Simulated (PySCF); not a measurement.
## Structure revision by computed shifts

A compound C$_{6}$H$_{4}$F$_{2}$ gives the data below (simulated from a calculation) and was assigned the structure `C#CCC#CC(F)F`.

$^{13}$C{$^{1}$H} NMR (computed): δ 168.3 (C, 2C), 122.6 (CH, 4C).

$^{1}$H NMR (600 MHz, computed): δ 7.34 (m, 4H).

How the numbers were obtained: GIAO PBE0/pcSseg-1 shieldings, geometry from GFN2-xTB, in PySCF 2.14 (no relativistic terms, isolated molecule, one averaged value for each set of equivalent atoms, single conformer).

Shifts are taken against calculated references (same method and geometry level): TMS for $^{1}$H (σref 31.72) and $^{13}$C (σref 186.93).

(1) Compare with the shifts computed for the proposed structure, pairing carbons in order of shift.

(2) Which isomer fits?

Answers

(1) Mapped SMILES: `[CH:1]#[C:2][CH2:3][C:4]#[C:5][CH:6]([F:7])[F:8]` (H(Xn): hydrogen on atom n).

```tsv
atom	computed for proposal	given list	difference
C6	110.2	168.3	-58.1
C4	92.4	168.3	-75.9
C2	80.9	122.6	-41.7
C5	80.4	122.6	-42.2
C1	77.4	122.6	-45.2
C3	11.4	122.6	-111.2
```

The rms difference is 67.2 ppm and the largest -111.2 ppm at C3 (propargylic sp3 CH2). The proposal also would give 6 carbon signals, not 2. The carbon types in order of shift don't match either: CH, C, C, C, CH, CH2 for the proposal against C, C, CH, CH, CH, CH in the data. The proposal doesn't fit.

(2) 1,4-difluorobenzene.

- Carbon types of the structure: 2 × C, 4 × CH, which accounts for all hydrogens.
- δC 168.3: aromatic carbon bearing fluorine; the electronegative substituent deshields the carbon that carries it.
- δC 122.6: aromatic CH.
- δH 7.34: hydrogen on an aromatic CH; it sits in the deshielding region of the aromatic ring current.

This is the structure that produced the data.

Splittings by $^{19}$F in the carbon and heteronuclear signals aren't shown, as no couplings were computed. Shifts are as computed. Against solution values, carbons near 30 ppm lie about +3 ppm off and those near 130 ppm about +5 ppm. Of 1211 compounds with measured shifts, 218 miss one by over three times the rms of a fit or turn the order of signals round; such compounds aren't used in these exercises.
